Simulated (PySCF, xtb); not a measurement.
CH₆Cl₂OSi₂, SMILES C[Si](Cl)(Cl)[SiH2]O. One conformer was computed; it need not be the lowest.

Harmonic wavenumbers (cm⁻¹) from xtb 6.7.1 with GFN2-xTB at its own minimum, in rising order: 25, 73, 97, 109, 141, 154, 171, 207, 290, 352, 442, 455, 502, 603, 720, 729, 771, 775, 818, 823, 903, 1370, 1468, 1473, 2204, 2297, 3018, 3039, 3042, 3663.

### Question
What does PBE0-D3(BJ)/def2-SVP (PySCF) give at its own minimum? (The exact figures need the calculation; the answer reports its results.)

### Answer
45, 69, 111, 159, 173, 180, 194, 236, 337, 400, 508, 531, 568, 709, 745, 788, 796, 825, 886, 918, 945, 1261, 1417, 1419, 2219, 2259, 3060, 3173, 3177, 3892. Paired by order, the mean absolute difference is 59 cm⁻¹ and the zero-point energies are 43.9 and 45.7 kcal/mol.
